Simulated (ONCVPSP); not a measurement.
## Before and after: ONCV potential for iridium (Ir)

- Element: Ir
- Generator: ONCVPSP 4.0.1
- Type: optimised norm-conserving Vanderbilt (ONCV)
- Functional: PW91
- Relativity: fully relativistic
- Frozen core: [Kr] 4d10 4f14
- Valence charge: 17
- Reference configuration: 5s2 5p6 5d7 6s1 (charge +1)
- Partial waves: 5s+6s: rc 1.55 bohr, ncon 4, nbas 8, qcut 6.1 1/bohr, 2 projectors; 5p: rc 1.70 bohr, ncon 3, nbas 6, qcut 6.7 1/bohr, 2 projectors, debl 3.4 Ha; 5d: rc 1.75 bohr, ncon 4, nbas 9, qcut 10 1/bohr, 2 projectors, debl 0.4 Ha
- Local potential: polynomial inside 1.15 bohr (lpopt 3, dvloc0 6 Ha)
- Core correction: Teter function, fcfact 4, rcfact 1.7

Open shells are filled in proportion to 2j + 1.

In the d channel the program set the typed energies aside and used -0.547, 0.250 Ha (j = l + 1/2; the other j can differ).

Change: scalar-relativistic. In the d channel the program set the typed energies aside and used -0.566, 0.250 Ha.

Cutoffs: the cutoffs (Ha) at which the residual kinetic energy of the hardest occupied pseudo-wave falls to 1 and 0.1 mHa per electron; they do not see the model core or the augmentation charge, which bear on the density cutoff. Errors are all-electron minus pseudo energies relative to the spin-unpolarised reference configuration.

**Question.** Predict the effect on cutoff, ghosts and configuration errors.

**Answer.** The potential gets neither clearly harder nor softer (19 Ha and 64 Ha → 19 Ha and 64 Ha); of the 4 tests that both files solve, the error grows in 2 and shrinks in 2 by more than 15 % and 0.3 meV (median size 5.6 → 7.0 meV); neither file shows a bound ghost.

| quantity | base | changed |
| --- | --- | --- |
| cutoff, loose | 19 Ha | 19 Ha |
| cutoff, tight | 64 Ha | 64 Ha |
| loose cutoff by channel | s 17 Ha, p 16 Ha, d 19 Ha | s 17 Ha, p 14 Ha, d 19 Ha |
| bound ghosts | none | none |
| GHOST(+) flags under 300 eV | none | none |
| error for 5s2 5p6 5d7 6s2, meV [ΔE -9.96 → -9.95 eV] | -4.1 | -0.4 |
| error for 5s2 5p6 5d7 6s0, meV [ΔE 17.56 eV] | -7.1 | -13 |
| error for 5s2 5p6 5d6 6s0, meV [ΔE 48.18 eV] | -18 | -30 |
| error for 5s2 5p6 5d7 6s0 6p2, meV [ΔE 0.99 → 1.12 eV] | -4.1 | -1.0 |
| s: phases at 1.58 bohr within 0.05 rad from the reference energy up to (Ha; the scan ends near 5) | to the end of the scan | to the end of the scan |
| rms error of d²Exc/dni dnj with the model core, mHa | 2.05 | 2.86 |

Base: These tests converged, but a pseudo level misses the all-electron one widely, so the file describes the atom poorly there or has found another state: 5s2 5p6 5d7 6s0 6p2: empty 6s by 12.9 eV.
